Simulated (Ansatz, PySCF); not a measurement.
Gas-phase reaction (SMILES): NB(N)O + [H][H] (H2) → NBN + O (H2O); hydrogen cleaves one B-O bond, a model of a ligand-exchange step.

Geometries: B3LYP-D3(BJ)/def2-TZVP minima from Ansatz (a quantum-chemistry and plane-wave program), one conformer each, not searched for the lowest. Valence correlation only, unless marked. No spin-orbit coupling. Non-relativistic. CBS marks a two-point X^-3 extrapolation of the correlation energy; Hartree-Fock from the larger set. Thermal terms are rigid-rotor harmonic-oscillator values from B3LYP-D3(BJ) frequencies (Ansatz or PySCF) at 298.15 K and 1 atm. 1 Eh = 627.5095 kcal/mol.

```tsv
species	E, CCSD(T)/CBS(cc-pVTZ,cc-pVQZ) (Ansatz) (Eh)	E, wB97M-V/def2-TZVPD (Ansatz) (Eh)	H - E (Eh)	G - E (Eh)
NB(N)O	-212.51342	-212.74136	0.07821	0.04321
[H][H] (H2)	-1.17450	-1.16077	0.01336	-0.00144
NBN	-137.28416	-137.43967	0.07172	0.04195
O (H2O)	-76.37426	-76.43347	0.02495	0.00353
```

Question: Work out ΔE and ΔH, ΔG, ΔS and the equilibrium constant at 298.15 K at the first level, then ΔH at the second.

Answer: 
1. ΔE = [(-137.28416) + (-76.37426)] - [(-212.51342) + (-1.17450)] = 0.02950 Eh = 18.5 kcal/mol at CCSD(T)/CBS(cc-pVTZ,cc-pVQZ).
2. The terms H - E add up to 0.00510 Eh, so ΔH = (0.02950 + (0.00510))×627.5095 = 21.7 kcal/mol.
3. The terms G - E add up to 0.00371 Eh, so ΔG = 20.8 kcal/mol, and ΔS = (0.00510 - (0.00371))×627509.5/298.15 = 2.9 cal/(mol K).
4. log10 K = -ΔG/(RT ln 10) = -15.2, with RT ln 10 = 1.3642 kcal/mol.
5. At wB97M-V/def2-TZVPD the same steps give ΔE = 18.2 and ΔH = 21.4 kcal/mol, a shift of -0.3 from the first level.
6. These values are not checked against measurement here, since the tables used lack a sound gas-phase enthalpy of formation for at least one species.
